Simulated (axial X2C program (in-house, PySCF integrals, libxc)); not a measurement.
**What spin–orbit coupling does to YGe**

Computed with an axial X2C code built on PySCF integrals. Spin-free means the one-electron spin-free X2C Hamiltonian; two-component (2c) means X2C with spin–orbit coupling and atomic mean-field two-electron Coulomb and Gaunt terms, so the difference of the two also holds small scalar two-electron terms. Basis: Y dyall-cv3z [11s12p9d6f3g], Ge dyall-cv3z [9s9p7d4f1g] (cores contracted in-house); Gaussian nuclei, density fitting, unrestricted open shells. Masses: Y 88.906 u, Ge 73.921 u.

Spin-free state: M_S = 3/2, Λ = 0 (beyond evenly filled blocks: σα, π+α, π-α); fragments Y + Ge.

```json
{"level": "HF", "Re (Å)": "2.825", "ωe (cm⁻¹)": "195.9", "De (eV)": "1.746", "μ (D)": "-1.53"}
{"level": "CCSD", "Re (Å)": "2.798", "ωe (cm⁻¹)": "206.6", "De (eV)": "2.144", "μ (D)": "n/a"}
{"level": "CCSD(T)", "Re (Å)": "2.795", "ωe (cm⁻¹)": "208.0", "De (eV)": "2.240", "μ (D)": "n/a"}
```

Correlated methods: 7 electrons correlated (number of frozen shells: Y 4 s, 3 p, 1 d; Ge 3 s, 2 p, 1 d), 347 virtual spin orbitals or spinors in MP2, 90 natural virtuals in coupled cluster.

Dipoles are positive if Ge is the positive end.

Two-component determinant lowest at the distance of the search:

Ω = 3/2 (⟨Sz⟩ = 1.50, ⟨Lz⟩ = 0.00 at HF); fragments Y + Ge.

```tsv
level	Re (Å)	ωe (cm⁻¹)	μ (D)
HF	2.827	194.8	-1.53
CCSD	2.796	208.5	n/a
CCSD(T)	2.792	210.0	n/a
```

Q: From the two tables, how do the constants change at the CCSD(T) level (2c against spin-free)?

A: At the CCSD(T) level Re drops by 0.003 Å and ωe rises by 2.0 cm⁻¹.

The state is a single determinant with fixed occupations, the lowest that a limited PBE0 search found. De is counted from the lowest determinant-based energies of the atoms at the same level, without counterpoise correction. De is not given where an atomic determinant may have missed its ground term or J level, or where the truncated virtual space spoils (T). CCSD and (T) use frozen natural virtuals with an MP2 correction for the truncation; (T) itself is uncorrected, so its De runs slightly low. PBE0 can misorder states that lie within some tenths of an eV, so this need not be the ground state of the molecule. The nearest other spin-free determinant of the search, M_S = 1/2, Λ = 0, lies 0.18 eV up at the distance of the search. With several unpaired electrons one determinant need not be a pure state. The outer-core s and p shells of the metal are frozen in the correlated rows, which leaves out core–valence correlation; for alkali and alkaline-earth bonds that tends to lengthen them. This is the top spin component of a Σ state; components of lower Ω are not single determinants and can lie lower. The determinant is spin-polarised beyond a pure state at some levels (its spin-free form has ⟨S²⟩ too high), which makes Re and μ there less reliable. The T1 diagnostic is large, a sign of multireference character. With the outer-core shells frozen, correlated bond lengths of heavy atoms tend to come out a few hundredths of an ångström too long.
